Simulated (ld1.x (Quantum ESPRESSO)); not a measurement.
## nitrogen: ultrasoft pseudisation with LDA (PZ), scalar-relativistic reference atom.

Input for ld1.x (Quantum ESPRESSO) 7.5:

```
&input
   title='N', zed=7., rel=1, dft='PZ', iswitch=3,
   config='[He] 2s2 2p1 3d-2',
   nld=3, rlderiv=1.40, eminld=-6.0, emaxld=5.0, deld=0.02
 /
 &inputp
   pseudotype=3, tm=.true., lloc=-1, rcloc=0.80,
   nlcc=.true., new_core_ps=.true., rcore=0.75,
   which_augfun='PSQ', rmatch_augfun_nc=.true.,
   file_pseudopw='N.UPF', file_wfcaegen='ae.wfc', file_wfcncgen='nc.wfc', file_beta='beta', file_chi='chi', file_wfcusgen='us.wfc'
 /
6
2S  1  0   2.00   0.00  0.60  0.85  0.0
2S  1  0   0.00  -3.15  0.60  0.85  0.0
2P  2  1   1.00   0.00  1.00  1.30  0.0
2P  2  1   0.00  -1.80  1.00  1.30  0.0
3D  3  2  -2.00  -0.15  0.85  1.20  0.0
3D  3  2  -2.00   1.75  0.85  1.20  0.0
 &test
   configts(1)='2s2 2p1'
 /
```

Command:

```bash
ld1.x < N.in > N.out
```

Output (shortened: banner, matrices, multipoles, cross overlaps and the repeated all-electron block are left out):

```
Program LD1 v.7.5
     --------------------------- All-electron run ----------------------------

     N
     scalar relativistic calculation

     atomic number is  7.00
     dft =PZ   lsd =0 sic =0 latt =0  beta=0.20 tr2=1.0E-14
     Exchange-correlation= PZ
                           (   1   1   0   0   0   0   0)
     mesh =1085 r(mesh) =  99.89202 a.u. xmin = -7.00 dx = 0.01250
     1 Ry =  13.60569312 eV, c = 137.03599908

     n l     nl                  e(Ry)          e(Ha)          e(eV)
     1 0     1S 1( 2.00)       -30.9161       -15.4581      -420.6352
     2 0     2S 1( 2.00)        -3.5936        -1.7968       -48.8932
     2 1     2P 1( 1.00)        -2.7647        -1.3824       -37.6157

     final scf error:  7.2E-15 reached in  28 iterations

     Etot =    -104.969172 Ry,     -52.484586 Ha,   -1428.178337 eV

     Ekin =     104.623826 Ry,      52.311913 Ha,    1423.479675 eV
     Encl =    -235.584813 Ry,    -117.792407 Ha,   -3205.294671 eV
     Eh   =      36.550515 Ry,      18.275258 Ha,     497.295091 eV
     Exc  =     -10.558700 Ry,      -5.279350 Ha,    -143.658432 eV

     normalization and overlap integrals

     s(1S/1S) =  1.000000  <r> =   0.2309  <r2> =    0.0721  r(max) =   0.1483
     s(2S/2S) =  1.000000  <r> =   1.1763  <r2> =    1.6392  r(max) =   0.9551
     s(2P/2P) =  1.000000  <r> =   1.1355  <r2> =    1.5975  r(max) =   0.8535

     ------------------------ End of All-electron run ------------------------

     --------------------- Generating US pseudopotential ---------------------

      Generating local potential from pseudized AE potential:
      Matching radius rcloc =   0.8000

      Local pseudo, rcloc= 0.802 Estimated cut-off energy=    35.57 Ry

      Computing core charge for nlcc:

       r > 0.75 : true rho core
      Core charge pseudized with two Bessel functions
      Integrated core pseudo-charge :   0.28
      Wfc-us  2S rcutus= 0.843  Estimated cut-off energy=    60.46 Ry
      Wfc-us  2S rcutus= 0.843  Estimated cut-off energy=    61.09 Ry
      Wfc-us  2P rcutus= 1.289  Estimated cut-off energy=    47.05 Ry
      Wfc-us  2P rcutus= 1.289  Estimated cut-off energy=    51.49 Ry
      Wfc-us  3D rcutus= 1.196  Estimated cut-off energy=    73.04 Ry
      Wfc-us  3D rcutus= 1.196  Estimated cut-off energy=    75.24 Ry

     Q pseudized with Bessel functions
     Expected ecutrho=     679.9670 due to l1=  0   l2=  2

     ------------------- End of pseudopotential generation -------------------

     Computing logarithmic derivative in   1.39844
     Computing logarithmic derivative in   1.39844
     Computing the partial wave expansion
     R is outside the sphere for l=    0 j= 0.00
     R is outside the sphere for l=    0 j= 0.00
     R is outside the sphere for l=    1 j= 0.00
     R is outside the sphere for l=    1 j= 0.00
     R is outside the sphere for l=    2 j= 0.00
     R is outside the sphere for l=    2 j= 0.00

     ---------------------- Testing the pseudopotential ----------------------

     N
     scalar relativistic calculation

     atomic number is  7.00   valence charge is  5.00
     dft =PZ   lsd =0 sic =0 latt =0  beta=0.20 tr2=1.0E-14
     mesh =1085 r(mesh) =  99.89202 xmin = -7.00 dx = 0.01250

     n l     nl             e AE (Ry)        e PS (Ry)    De AE-PS (Ry)
     1 0     2S   1( 2.00)       -3.59359       -3.59362        0.00003
     2 1     2P   1( 1.00)       -2.76470       -2.76471        0.00001

     eps = 3.4E-17  iter =  4

     Etot =    -104.969172 Ry,     -52.484586 Ha,   -1428.178337 eV
     Etotps =   -16.496306 Ry,      -8.248153 Ha,    -224.443674 eV

     Ekin =       6.734492 Ry,       3.367246 Ha,      91.627427 eV
     Encl =     -30.573525 Ry,     -15.286762 Ha,    -415.973996 eV
     Ehrt =       6.985874 Ry,       3.492937 Ha,      95.047664 eV
     Ecxc =      -3.084337 Ry,      -1.542169 Ha,     -41.964545 eV
     (Ecc =      -0.301508 Ry,      -0.150754 Ha,      -4.102229 eV)
     Epseu=       3.441190 Ry,       1.720595 Ha,      46.819777 eV

     ---------------------- End of pseudopotential test ----------------------
```

The ghost test of this file was not conclusive. Its overlap operator is not positive definite in a basis up to 400 Ry (lowest eigenvalue d -1.76), so the file is unfit for use: the generalised eigenproblem breaks down once the basis is large enough, and its test numbers describe a broken file.

Generation and configuration tests took about 0.59 s on one core of a shared server CPU.

Transferability test of the new file with ld1.x, input:

```
&input
   title='N', zed=7., rel=1, dft='PZ', iswitch=2,
   config='[He] 2s2 2p1 3d-2'
 /
 &test
   file_pseudo='N.UPF', nconf=10,
   configts(1)='2s2 2p1',
   configts(2)='2s2 2p3',
   configts(3)='2s2 2p2',
   configts(4)='2s2 2p0',
   configts(5)='2s1 2p3',
   configts(6)='2s0 2p5',
   configts(7)='2s2 2p3.3',
   configts(8)='2s1 2p0',
   configts(9)='2s2 2p1', lsdts(9)=1,
   configts(10)='2s2 2p3', lsdts(10)=1
 /
```

```bash
ld1.x < N.test.in > N.test.out
```

Pseudopotential blocks of its output, shortened (energy terms left out):

```
     ---------------------- Testing the pseudopotential ----------------------

     n l     nl             e AE (Ry)        e PS (Ry)    De AE-PS (Ry)
     1 0     2S   1( 2.00)       -3.59359       -3.59362        0.00003
     2 1     2P   1( 1.00)       -2.76470       -2.76471        0.00001

     eps = 3.4E-17  iter =  4

     Etot =    -104.969172 Ry,     -52.484586 Ha,   -1428.178337 eV
     Etotps =   -16.496306 Ry,      -8.248153 Ha,    -224.443674 eV

     ---------------------- End of pseudopotential test ----------------------
```

The test run then stopped with an error in chargeps: “negative rho”.
